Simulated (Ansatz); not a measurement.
Geometry optimisation, RKS BHLYP-D4/def2-SVP (Ansatz).

Input file:

```yaml
crystal:
  periodic: [false, false, false]
  atoms:
    - { symbol: Hf, position_ang: [0.0, 0.0, 0.0] }
    - { symbol: O, position_ang: [0.0, 0.0, 2.42] }
    - { symbol: Si, position_ang: [-1.3147, -0.4067, 3.3836] }
    - { symbol: H, position_ang: [-2.239, -1.2403, 2.6204] }
    - { symbol: H, position_ang: [-0.8506, -1.1432, 4.5557] }
    - { symbol: H, position_ang: [-1.9987, 0.8095, 3.8133] }
    - { symbol: F, position_ang: [1.8671, 0.0, -0.6593] }
    - { symbol: F, position_ang: [-0.9326, 1.6157, -0.6593] }
    - { symbol: F, position_ang: [-0.9326, -1.6157, -0.6593] }
    - { symbol: Cl, position_ang: [1.4718, -2.235, 0.8892] }
    - { symbol: H, position_ang: [0.7582, -1.1514, 2.1491] }
basis:
  gaussian: { orbitals: def2-SVP }
hamiltonian:
  xc: { name: BHLYP }
  dispersion: d4
relax:
  f_tol: 0.15
  max_steps: 25
  restrain:
    - { distance: [0, 9], at: 3.72, k: 30.0 }
    - { distance: [10, 1], at: 2.21, k: 30.0 }
    - { distance: [0, 1], at: 2.07, k: 30.0 }
    - { distance: [10, 9], at: 1.37, k: 30.0 }
output:
  orbitals: {}
```

Run as:

```bash
$ ansatz run input.yaml --threads 4 --pin off --max-ram 5120MiB --backend cpu --events-out ev --progress --plain --runs-dir out
```

Task: Where does it end, and by what steps?

Result: The forces met the threshold. The restraints hold the end off the free minimum; the threshold counts their pulls, which the force column leaves out. Restrained pairs: Hf1–Cl10 (2.82 → 3.71 Å), O2–H11 (1.40 → 2.21 Å), Hf1–O2 (2.42 → 2.02 Å), Cl10–H11 (1.81 → 1.33 Å). After 12 steps the energy has fallen by 2.372 eV (the restraints' own energy left out); Cl10 moved furthest, 0.84 Å.

```
step  energy less start (eV)  largest force component (eV/Å)  accepted
   0                  0.0000                           3.357       yes
   1                 -0.1040                           4.521       yes
   2                 -0.7079                           5.556       yes
   3                 -1.5889                           3.767       yes
   4                 -2.1017                           1.550       yes
   5                 -2.2235                           1.524       yes
   6                 -2.2614                           1.617       yes
   7                 -2.3277                           1.493       yes
   8                 -2.3630                           1.637       yes
   9                 -2.3279                           1.409        no
  10                 -2.3687                           1.502       yes
  11                 -2.3619                           1.472       yes
  12                 -2.3720                           1.499       yes
```

```xyz
11
Properties=species:S:1:pos:R:3
Hf -0.131 0.086 -0.085
O -0.488 -0.261 1.873
Si -1.356 -0.353 3.285
H -2.641 -1.053 3.042
H -0.557 -1.122 4.266
H -1.622 1.006 3.810
F 1.692 0.540 -0.403
F -1.174 1.596 -0.578
F -0.720 -1.358 -1.181
Cl 1.793 -2.636 1.553
H 1.033 -1.814 2.272
```

Run time: 41 s on 4 threads of Arm Neoverse V2, on a shared host, peak memory 0.45 GiB.
